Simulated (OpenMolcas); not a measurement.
A run on Cr2+ among 6 point charges of -1.3 e arranged as a tetragonal octahedron (D4h), 1.82 Å from the ion, with the axial distance 2.057 Å.
```
   1.8200    0.0000    0.0000  -1.30
   0.0000    1.8200    0.0000  -1.30
  -1.8200    0.0000    0.0000  -1.30
   0.0000   -1.8200    0.0000  -1.30
   0.0000    0.0000    2.0566  -1.30
   0.0000    0.0000   -2.0566  -1.30
```

```json
{
  "Program": "OpenMolcas 26.06",
  "Method": "CASSCF",
  "Basis": "ANO-RCC-VDZP [5s4p2d1f]",
  "Scalar Hamiltonian": "DKH2, point nucleus",
  "Active space": "4 electrons in 5 orbitals (3d)",
  "State averaging": "2S+1 = 5 even, 5 roots; 2S+1 = 3 even, 45 roots; 2S+1 = 1 even, 50 roots",
  "Spin-orbit coupling": "RASSI with atomic mean-field integrals over the reference wave functions"
}
```

34 basis functions. Blocks (2S+1, parity, CSFs, roots kept): 5, even, 5, 5; 3, even, 45, 45; 1, even, 50, 50.

Problem. How long do the RASSCF and RASSI steps take on 1 thread of Arm Neoverse V2, on a shared host?

Solution. About 22 s of wall time, without the integral step.
